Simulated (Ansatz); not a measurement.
Energy difference R1 → P1 + P2, each structure at its B3LYP-D3(BJ)/def2-TZVP stationary point, reached from a drawn start (curvature not checked).
P1: CF2 (SMILES F[C]F), charge 0, multiplicity 1.
R1, CF3 (SMILES F[C](F)F) (charge 0, multiplicity 2, Z-matrix in Å and degrees):
```
C
F 1 1.3211
F 1 1.3212 2 111.37
F 1 1.3212 2 111.37 3 -124.97
```
P2: F atom, charge 0, multiplicity 2.

Quantity: the reaction energy.

P less R. No zero-point or thermal terms; singlets are restricted closed shells; open shells are unrestricted; no spin–orbit coupling.

Cores are frozen in the correlated methods. CBS(a, b) extrapolates the correlation energy as X⁻³ and adds the Hartree–Fock energy of set b.

Run with Ansatz (a quantum-chemistry and plane-wave program). Each number belongs to the level named beside it.

Costs are ratios of core time to PBE/def2-TZVPP (roughly 4 s), for whole runs (searches for the state included, and forces where a run took them) on one shared machine, so rough; each difference counts from 203.11 kcal/mol (CCSD(T)/CBS(cc-pVTZ, cc-pVQZ), a level with limits of its own).

A star marks coupled-cluster runs past 200 virtual orbitals, where the program's memory plan changes under this machine's limit, so their costs aren't comparable with smaller runs.

| level | basis functions | cost |
|---|---|---|
| SVWN5/def2-TZVPP | 124 | ×0.8 |
| PBE/def2-TZVPP | 124 | ×1 |
| BLYP/def2-TZVPP | 124 | ×1 |
| revPBE/def2-TZVPP | 124 | ×1 |
| PBE0/def2-TZVPP | 124 | ×1 |
| CAM-B3LYP/def2-TZVPP | 124 | ×1 |
| r2SCAN/def2-TZVPP | 124 | ×2 |
| B2PLYP/def2-TZVPP | 124 | ×2 |
| CCSD(T)/cc-pVDZ | 56 | ×2 |
| wB97X-V/def2-TZVPP | 124 | ×3 |
| CCSD(T)/cc-pVTZ | 120 | ×20 |
| CCSD(T)/cc-pVQZ | 220 | ×500* |

Task: Which is the cheapest listed level whose difference stays within 1.00 kcal/mol?

Result: B2PLYP/def2-TZVPP (0.21 kcal/mol, cost ×2).

Task: With a budget of 30 times the cost of PBE/def2-TZVPP, which level comes closest?

Result: B2PLYP/def2-TZVPP, at 0.21 kcal/mol; next is CCSD(T)/cc-pVTZ at -2.75 kcal/mol.

Task: What does the step from CCSD(T)/cc-pVDZ to CCSD(T)/cc-pVTZ cost and buy?

Result: 56 to 120 functions, cost ×7 (rough); the difference goes from -13.07 to -2.75 kcal/mol.

Each difference (kcal/mol): SVWN5/def2-TZVPP 22.97; PBE/def2-TZVPP -5.67; BLYP/def2-TZVPP -16.35; revPBE/def2-TZVPP -14.68; PBE0/def2-TZVPP 12.00; CAM-B3LYP/def2-TZVPP 12.47; r2SCAN/def2-TZVPP 6.83; B2PLYP/def2-TZVPP 0.21; CCSD(T)/cc-pVDZ -13.07; wB97X-V/def2-TZVPP 10.13; CCSD(T)/cc-pVTZ -2.75; CCSD(T)/cc-pVQZ -1.17.
